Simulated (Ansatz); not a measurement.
Reaction (redistribution): `BC(=C)SC` + `F[SiH](Cl)C[SiH3]` → `BC[SiH](F)Cl` + `C=C([SiH3])SC`

Isolated molecules relaxed with PBE0-D4/def2-TZVP in Ansatz; ΔE leaves out vibrations. CCSD(T)/CBS adds triple-zeta CCSD(T) − MP2 to the extrapolated MP2 energy (def2 sets, frozen cores). Each species was taken in one conformer, which may not be the lowest.

| level | ΔE (kJ/mol) |
| --- | --- |
| HF/def2-TZVPP | 14.1 |
| CCSD/def2-TZVPP | 10.5 |

Q: What does CCSD(T)/CBS give? (Estimate.)

A: The calculation gave: +10.2 kJ/mol. The listed levels differ from it by 3.9, 0.3 kJ/mol.

Largest T1 diagnostic among the species: 0.012.

The D4 term adds −3.5 kJ/mol with B3LYP and −1.9 kJ/mol with PBE0; it sums over pairs of atoms, weighted by their polarisabilities, and B3LYP, whose exchange is more repulsive, gets the larger term. In def2-TZVPP, CCSD(T) changes the Hartree–Fock value by −3.3 kJ/mol (the triples alone add +0.3 kJ/mol) and MP2 by −4.4 kJ/mol.

B3LYP here is the variant with VWN-RPA as its local correlation; programs differ in this.
